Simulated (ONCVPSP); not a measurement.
## copper: variants of one ONCV potential

Base potential:

- Element: Cu
- Generator: ONCVPSP 4.0.1
- Type: optimised norm-conserving Vanderbilt (ONCV)
- Functional: PBE
- Relativity: scalar-relativistic
- Frozen core: [Ne]
- Valence charge: 19
- Reference configuration: 3s2 3p6 3d9 4s2
- Partial waves: 3s+4s: rc 1.05 bohr, ncon 4, nbas 8, qcut 13.6 1/bohr, 2 projectors; 3p: rc 1.20 bohr, ncon 3, nbas 8, qcut 9.5 1/bohr, 1 projector; 3d: rc 0.80 bohr, ncon 5, nbas 10, qcut 17.5 1/bohr, local
- Local potential: the d channel
- Core correction: Teter function, fcfact 5.25, rcfact 1.1

Cutoffs, loose and tight: the cutoffs (Ha) at which the residual kinetic energy of the hardest occupied pseudo-wave falls to 1 and 0.1 mHa per electron. They do not see the model core or the augmentation charge, which bear on the density cutoff. Test errors are all-electron minus pseudo excitation energies from the reference, over the configurations 3s2 3p6 3d10 4s1; 3s2 3p6 3d10 4s0; 3s2 3p6 3d9 4s0; 3s2 3p6 3d8 4s0. A dash means not determined; rows that change the core or the reference have their own tests.

A true bound ghost makes a file unfit for plane-wave use even where its test errors are small: the radial tests pick states by their node count and pass the ghost by.

| change | outcome | cutoff, loose | cutoff, tight | bound ghosts | GHOST(+) flags above zero | largest test error (meV) |
| --- | --- | --- | --- | --- | --- | --- |
| base | generated | 135 Ha | 157 Ha | none | s | -11 |
| s: nbas 9 | generated | 135 Ha | 157 Ha | none | s | -11 |
| core correction Teter function, fcfact 5, rcfact 1.6 | generated | 135 Ha | 157 Ha | none | s | -11 |
| d: qcut 18.4 | generated | 141 Ha | 160 Ha | none | s | -10 |
| core correction Teter function, fcfact 5.25, rcfact 1.22 | generated | 135 Ha | 157 Ha | none | s | -11 |
| d: qcut 10.7 | generated | 584 Ha | 636 Ha | s | none | -19 |
| d: nproj 1; local potential polynomial inside 0.70 bohr (lpopt 5, dvloc0 0 Ha) | generated | 135 Ha | 157 Ha | none | none | -7.5 |
| p: ncon 4, nbas 9 | generated | 135 Ha | 157 Ha | none | s | -9.8 |

(1) What comes out with this change to the base: s: qcut 18.1; p: qcut 12.6; d: qcut 23.3?

## Answers

(1) outcome: failed: ERROR pspot: first pseudo wave function has node, program will stop. Cause: the optimised pseudo-wave of the first projector has a node, so the radial equation cannot be inverted for a potential.
